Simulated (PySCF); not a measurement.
Working out the ionisation energy of Rh⁺

Rh⁺ [Kr] 4d8 (3F) → Rh²⁺ [Kr] 4d7 (4F). Calculation: PySCF 2.14, in aug-cc-pVTZ-DK (9s8p6d3f2g, 102 functions); the spin-free X2C one-electron Hamiltonian (Gaussian nucleus). Frozen: [Kr]. Energies in hartree (1 hartree = 27.21139 eV):

| part | Rh⁺ (lower) | Rh²⁺ (upper) |
| --- | --- | --- |
| UHF | -4780.813209 | -4780.219755 |
| CCSD correlation | -0.214700 | -0.157383 |
| (T) | -0.007699 | -0.003668 |

Q: What does Hartree-Fock give?

A: (-4780.219755) − (-4780.813209) = 0.593454 hartree = 16.149 eV.

Q: What do CCSD and CCSD(T) give?

A: The CCSD correlation energies differ by 0.057317 hartree = 1.560 eV and the triples by 0.004031 hartree = 0.110 eV, so CCSD gives 17.709 eV and CCSD(T) 17.819 eV.

A first-order spin-orbit estimate adds -0.022 eV to CCSD(T) (valence), giving 17.797 eV against 18.08 eV (semi-empirical (NIST evaluation); NIST Atomic Spectra Database, ionization energies).

What remains against the reference includes basis incompleteness, the frozen core and higher excitations.
